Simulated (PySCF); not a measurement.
**SnF⁺, PBE0: how much the basis matters**

PySCF, UKS reference; singlet, unpaired electrons none; De to Sn⁺ + F without counterpoise correction.

| basis | relativity | functions | Re (Å) | ωe (cm⁻¹) | De (eV) | μ (D) |
| --- | --- | --- | --- | --- | --- | --- |
| cc-pVDZ-PP/cc-pVDZ | scalar-relativistic core potentials | 37 | 1.909 | 692 | 4.84 | -3.45 |
| x2c-SVPall | spin-free X2C | 50 | 1.900 | 705 | 4.94 | -3.40 |
| cc-pVTZ-PP/cc-pVTZ | scalar-relativistic core potentials | 69 | 1.886 | 690 | 5.03 | -3.35 |
| def2-TZVPPD | scalar-relativistic core potentials | 96 | 1.875 | 688 | 5.07 | -3.33 |

Task: How does each smaller set differ from the one with most functions, def2-TZVPPD?

Result: cc-pVDZ-PP/cc-pVDZ: +3.4 pm, +0.6 % in ωe, -0.23 eV in De; x2c-SVPall: +2.5 pm, +2.5 % in ωe, -0.13 eV in De; cc-pVTZ-PP/cc-pVTZ: +1.1 pm, +0.3 % in ωe, -0.04 eV in De. All at PBE0; the set with most functions is neither the basis-set limit nor always the best. The rows treat relativity differently, so the differences are not basis effects alone.

A positive dipole points towards F; it is taken about the centre of mass and depends on that origin. These are scalar-relativistic numbers at best; spin–orbit coupling would shift them, the dissociation energy most. For an ion De counts to the pair picked by the measured ionisation energies or electron affinities, which need not be the lowest pair at this level.
